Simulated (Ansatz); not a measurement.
`CSBS` + `[NH2][Cd][OH]` → `C[O][Cd][NH2]` + `SBS`  (substitution at a C–S bond)

Gas-phase electronic energies from Ansatz, PBE0-D4/def2-TZVP geometries. CBS: MP2 limit from def2 TZ/QZ plus the TZ coupled-cluster correction, frozen cores. DFT in def2-TZVPP. Elements past krypton have def2 core potentials. For Cd outer-core shells are correlated without core-valence functions, which leaves a few kJ/mol of doubt a bond. One conformer a species, not always the lowest.

```
             level  ΔE (kJ/mol)
            PBE-D4         57.2
               PBE         56.1
    MP2/def2-TZVPP         61.9
SCS-MP2/def2-QZVPP         60.8
```

Problem. What does CCSD(T)/CBS give? (Estimate.)

Solution. The calculation gave: +60.9 kJ/mol. The listed levels differ from it by -3.7, -4.8, 1.0, -0.1 kJ/mol.

Largest T1 diagnostic among the species: 0.016.

Leaving LDA and LC-ωPBE aside and taking each functional with its dispersion term where it has one, the values, not all of them listed here, spread over 7.5 kJ/mol, from BHLYP-D4 to PBE-QIDH. In def2-TZVPP, CCSD(T) changes the Hartree–Fock value by +11.7 kJ/mol (the triples alone add +1.9 kJ/mol) and MP2 by +20.2 kJ/mol.
